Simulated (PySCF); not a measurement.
# Assigning NMR signals

Atom-mapped SMILES (the numbers label the heavy atoms): `[CH:1]#[C:2][C@@H:3]([C:4]#[N:5])[C:6](=[O:7])[O:8][SiH3:9]`. Hydrogens are named by the atom that carries them.

- shielding tensors at PBE0/pcSseg-1 (GIAO)
- GFN2-xTB geometry
- program: PySCF 2.14
- no solvent, rapidly exchanging positions averaged, one conformer, non-relativistic

Scale: TMS for ¹³C and ¹H (reference shieldings calculated alike).

Task: Assign these signals to the numbered atoms. ¹³C{¹H} NMR (computed): δ 169.3, 117.6, 82.6, 77.1, 31.7.

Result: 
169.3 → C6, carbonyl carbon
117.6 → C4, nitrile carbon: this is the usual window of a C≡N carbon, which has no attached hydrogen
82.6 → C1, terminal alkyne carbon: the triple bond shields along its axis, which puts it between sp3 and sp2 carbons
77.1 → C2, alkyne carbon: sp carbons lie upfield of alkene carbons because the cylindrical π system leaves one tensor component strongly shielded
31.7 → C3, sp3 CH α to a carbonyl: α to the electron-withdrawing carbonyl group

Task: Assign these signals to the numbered atoms. ¹H NMR (500 MHz, computed): δ 4.95 (s, 3H), 4.15 (d, 1H), 1.97 (d, 1H).

Result: 
4.95 → H(Si9), hydrogen on a silicon bonded to O
4.15 → H(C3), hydrogen on an sp3 CH α to a carbonyl
1.97 → H(C1), hydrogen on a terminal alkyne carbon: it lies on the axis of the triple bond, in its shielding cone

Shifts are as computed. Against solution values, carbons near 30 ppm lie about +3 ppm off and those near 130 ppm about +5 ppm. Of 1211 compounds with measured shifts, 218 miss one by over three times the rms of a fit or turn the order of signals round; such compounds aren't used in these exercises. No couplings were computed; multiplicities are counted from neighbouring protons, with m where these are inequivalent, close in shift, in a saturated or five-membered ring or joined by F or P, and br s for small geminal =CH2 splittings.
